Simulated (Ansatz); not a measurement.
Born–Oppenheimer molecular dynamics of BCl₂F₂H (6 atoms, charge 0, multiplicity 1). It starts at the highest image of a converged band, a first-order saddle point between two minima.

Level of theory: Ansatz, RKS r2SCAN/6-31G*.

| Quantity | Value |
| --- | --- |
| ensemble | NVE (velocity Verlet) |
| time step | 0.5 fs |
| steps asked | 200 |
| starting velocities drawn for | 100 K |
| seed | 6116 |

Frames 5 fs apart, positions in Å, forces in eV/Å.

Velocities at 40 fs (Å/ps):

```
B -3.01 -4.65 -21.63
Cl -0.31 3.86 8.22
Cl 1.41 -0.31 0.12
F -0.89 -1.87 1.47
F 0.69 -4.24 -8.11
H -2.55 40.36 63.52
```

```xyz
6
Properties=species:S:1:pos:R:3:forces:R:3 time_fs=40 energy_less_start_eV=-0.769 T=1586
B 0.110 -0.531 -0.188 0.17 2.43 -1.27
Cl 0.076 0.257 2.093 -0.08 0.95 1.34
Cl 1.531 0.389 -0.820 -0.35 -0.59 0.11
F -1.073 -0.024 -0.512 -0.02 -0.38 -0.09
F 0.227 -1.682 0.368 0.27 -2.35 -0.02
H 0.155 -0.826 2.783 0.00 -0.07 -0.07
6
Properties=species:S:1:pos:R:3:forces:R:3 time_fs=45 energy_less_start_eV=-0.867 T=1777
B 0.101 -0.537 -0.303 1.20 -0.48 0.80
Cl 0.074 0.279 2.139 -0.04 0.40 1.54
Cl 1.536 0.386 -0.819 -0.37 -0.47 -0.15
F -1.079 -0.034 -0.506 -0.79 0.12 -0.51
F 0.232 -1.713 0.325 0.02 0.12 -1.18
H 0.142 -0.623 3.081 -0.02 0.30 -0.50
6
Properties=species:S:1:pos:R:3:forces:R:3 time_fs=50 energy_less_start_eV=-0.859 T=1762
B 0.115 -0.550 -0.402 0.19 -1.49 2.02
Cl 0.072 0.305 2.194 -0.07 0.59 0.77
Cl 1.540 0.379 -0.819 -0.13 -0.24 -0.40
F -1.094 -0.044 -0.507 0.02 -0.04 -0.60
F 0.237 -1.744 0.268 -0.01 1.30 -1.78
H 0.125 -0.373 3.284 0.01 -0.11 0.00
6
Properties=species:S:1:pos:R:3:forces:R:3 time_fs=55 energy_less_start_eV=-0.911 T=1863
B 0.132 -0.591 -0.459 -1.28 -0.05 1.80
Cl 0.069 0.334 2.255 -0.06 0.23 0.81
Cl 1.542 0.371 -0.822 -0.06 -0.20 -0.47
F -1.108 -0.055 -0.515 1.28 -0.56 -0.59
F 0.242 -1.761 0.190 0.10 0.52 -1.25
H 0.111 -0.130 3.465 0.01 0.06 -0.29
6
Properties=species:S:1:pos:R:3:forces:R:3 time_fs=60 energy_less_start_eV=-0.966 T=1969
B 0.124 -0.632 -0.477 -1.07 2.40 0.47
Cl 0.066 0.364 2.322 -0.05 0.17 0.48
Cl 1.544 0.361 -0.828 -0.31 -0.33 -0.36
F -1.107 -0.073 -0.530 1.20 -0.59 -0.48
F 0.249 -1.773 0.096 0.23 -1.65 0.07
H 0.098 0.117 3.590 0.01 -0.01 -0.17
6
Properties=species:S:1:pos:R:3:forces:R:3 time_fs=65 energy_less_start_eV=-1.052 T=2134
B 0.096 -0.625 -0.484 1.00 1.49 0.15
Cl 0.063 0.396 2.392 -0.03 0.14 0.19
Cl 1.544 0.349 -0.837 -0.46 -0.24 -0.22
F -1.092 -0.097 -0.551 -0.61 0.26 -0.37
F 0.258 -1.804 0.003 0.10 -1.61 0.25
H 0.086 0.365 3.678 0.00 -0.05 0.00
6
Properties=species:S:1:pos:R:3:forces:R:3 time_fs=70 energy_less_start_eV=-1.056 T=2142
B 0.089 -0.590 -0.485 2.47 -1.65 0.44
Cl 0.059 0.429 2.463 -0.02 0.14 0.48
Cl 1.541 0.336 -0.847 -0.21 0.13 -0.11
F -1.086 -0.117 -0.578 -2.02 1.00 -0.25
F 0.268 -1.852 -0.089 -0.22 0.47 -0.20
H 0.074 0.600 3.751 -0.01 -0.09 -0.37
6
Properties=species:S:1:pos:R:3:forces:R:3 time_fs=75 energy_less_start_eV=-1.069 T=2166
B 0.128 -0.586 -0.479 -0.45 -2.05 -0.13
Cl 0.056 0.463 2.537 -0.03 -0.02 -0.16
Cl 1.536 0.323 -0.857 0.44 0.58 -0.06
F -1.100 -0.127 -0.607 0.20 0.24 0.18
F 0.276 -1.896 -0.182 -0.18 1.20 -0.05
H 0.061 0.821 3.765 0.00 0.04 0.23
6
Properties=species:S:1:pos:R:3:forces:R:3 time_fs=80 energy_less_start_eV=-0.994 T=2023
B 0.160 -0.624 -0.476 -2.52 -0.48 -1.05
Cl 0.051 0.497 2.611 -0.03 0.22 0.47
Cl 1.534 0.315 -0.869 0.63 0.64 0.07
F -1.113 -0.134 -0.633 1.95 -0.52 0.59
F 0.282 -1.927 -0.276 -0.04 0.35 0.37
H 0.049 1.040 3.795 0.01 -0.21 -0.43
6
Properties=species:S:1:pos:R:3:forces:R:3 time_fs=85 energy_less_start_eV=-1.014 T=2062
B 0.141 -0.672 -0.496 -1.44 1.28 -1.56
Cl 0.047 0.532 2.687 -0.02 -0.15 -0.20
Cl 1.537 0.310 -0.879 0.04 0.16 0.31
F -1.103 -0.146 -0.653 1.48 -0.62 0.65
F 0.287 -1.954 -0.365 -0.06 -0.82 0.58
H 0.039 1.226 3.760 0.00 0.15 0.22
6
Properties=species:S:1:pos:R:3:forces:R:3 time_fs=90 energy_less_start_eV=-1.040 T=2111
B 0.095 -0.698 -0.550 1.89 0.27 -1.17
Cl 0.043 0.567 2.762 -0.01 0.25 0.33
Cl 1.539 0.306 -0.888 -0.51 -0.22 0.37
F -1.077 -0.165 -0.665 -1.04 0.24 0.35
F 0.291 -1.989 -0.447 -0.33 -0.27 0.44
H 0.029 1.425 3.739 0.00 -0.26 -0.33
6
Properties=species:S:1:pos:R:3:forces:R:3 time_fs=95 energy_less_start_eV=-1.038 T=2108
B 0.087 -0.717 -0.628 3.16 -0.88 -0.55
Cl 0.039 0.602 2.840 -0.01 -0.10 -0.05
Cl 1.538 0.302 -0.894 -0.54 -0.32 0.21
F -1.062 -0.182 -0.672 -2.15 0.67 0.17
F 0.291 -2.027 -0.523 -0.46 0.54 0.17
H 0.019 1.582 3.668 0.00 0.08 0.04
```

Of the whole run (100 fs, mean temperature of the second half 2060 K): The conserved energy stayed within 0.053 meV per atom of its start (net change -0.048 meV per atom), so the integration is sound. The kinetic energy rose, since the run started high on the potential surface and went downhill. It ends in pieces (BClF2 + ClH), so much of that is their flight and rotation, not heat. A run of 0.1 ps of so small a system gives no equilibrium averages. The orbitals stay closed-shell, which can raise the energy where a bond breaks towards radicals; this wasn't checked here.

Run time: 8.9 min on 2 threads of Arm Neoverse V1 (shared host), peak memory 0.17 GiB.
